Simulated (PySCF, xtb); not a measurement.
trans-(1R,2R)-1-chloro-2-fluorocyclobutane (C₄H₆ClF), SMILES C1C[C@@H](F)[C@@H]1Cl.

Harmonic wavenumbers (cm⁻¹) from GFN2-xTB in xtb at its own minimum, in rising order: 90, 218, 281, 369, 443, 588, 751, 814, 929, 976, 1021, 1044, 1078, 1092, 1114, 1172, 1181, 1202, 1214, 1235, 1252, 1304, 1453, 1469, 2962, 2982, 3024, 3032, 3037, 3041.

What does PBE-D3(BJ)/def2-SVP in PySCF 2.14.0 give at its own minimum? (An estimate is asked for; the answer gives what the named calculation found.)

138, 203, 295, 371, 453, 552, 717, 772, 888, 911, 942, 999, 1061, 1076, 1121, 1154, 1179, 1195, 1204, 1216, 1258, 1354, 1401, 1425, 2989, 3013, 3019, 3039, 3080, 3090. Paired by order, the mean absolute difference is 28 cm⁻¹ and the zero-point energies are 57.7 and 57.3 kcal/mol.
